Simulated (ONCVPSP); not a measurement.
Li (Z = 3) ONCV: all-electron and pseudo phase curves

```json
{
 "Element": "Li",
 "Generator": "ONCVPSP 4.0.1",
 "Type": "optimised norm-conserving Vanderbilt (ONCV)",
 "Functional": "PBE",
 "Relativity": "non-relativistic",
 "Frozen core": "[He]",
 "Valence charge": "1",
 "Reference configuration": "2s0.75 (charge +0.25)",
 "Partial waves": "2s: rc 2.25 bohr, ncon 4, nbas 8, qcut 3 1/bohr, 2 projectors, debl 1.9 Ha; p scattering state at 0.07 Ha: rc 2.05 bohr, ncon 5, nbas 8, qcut 4.4 1/bohr, 2 projectors, debl 1.8 Ha; d scattering state at 0.31 Ha: rc 1.70 bohr, ncon 4, nbas 7, qcut 5.3 1/bohr, 1 projector",
 "Local potential": "polynomial inside 1.15 bohr (lpopt 1, dvloc0 4 Ha)",
 "Core correction": "none"
}
```

The phase is arctan(r·R′/R) of the radial function R(r), unwrapped; energies in Ha, scanned from -2 to 5 Ha. A pole is an energy at which the radial function vanishes at the test radius. The pseudo phase is shifted by a multiple of π to meet the all-electron one at the reference energy, and phase errors are pseudo minus all-electron; the curves can meet again beyond the range given. Levels narrower than the energy grid can be missing from the lists of poles. Where the grid stepped over a known ghost or core level, its pole and its step of π were put in at the level’s energy.

```json
{"channel": "s", "radius (bohr)": "2.29", "reference energy (Ha)": "-0.15", "poles, all-electron": "-1.97, -1.96, 1.22", "poles, pseudo": "1.21, 4.20", "unbroken range about the reference energy with phases within 0.05 rad": "-1.8 to 2.5", "phase error 1 Ha above the reference energy (rad)": "-0.002"}
{"channel": "p", "radius (bohr)": "2.08", "reference energy (Ha)": "0.07", "poles, all-electron": "1.14", "poles, pseudo": "1.14", "unbroken range about the reference energy with phases within 0.05 rad": "the whole range", "phase error 1 Ha above the reference energy (rad)": "+0.000"}
{"channel": "d", "radius (bohr)": "1.73", "reference energy (Ha)": "0.31", "poles, all-electron": "4.36", "poles, pseudo": "4.39", "unbroken range about the reference energy with phases within 0.05 rad": "the whole range", "phase error 1 Ha above the reference energy (rad)": "+0.001"}
```

Phases in the p channel:

| E (Ha) | all-electron | pseudo |
| --- | --- | --- |
| -1.98 | 1.244 | 1.244 |
| -1.62 | 1.195 | 1.195 |
| -1.26 | 1.120 | 1.120 |
| -0.90 | 0.990 | 0.991 |
| -0.54 | 0.717 | 0.718 |
| -0.18 | 0.028 | 0.028 |
| 0.18 | -0.878 | -0.878 |
| 0.54 | -1.291 | -1.291 |
| 0.90 | -1.483 | -1.483 |
| 1.26 | -1.610 | -1.610 |
| 1.62 | -1.731 | -1.731 |
| 1.98 | -1.904 | -1.904 |
| 2.34 | -2.316 | -2.316 |
| 2.70 | -3.496 | -3.490 |
| 3.06 | -4.210 | -4.206 |
| 3.42 | -4.433 | -4.430 |
| 3.78 | -4.538 | -4.535 |
| 4.14 | -4.602 | -4.598 |
| 4.50 | -4.648 | -4.643 |
| 4.86 | -4.684 | -4.679 |
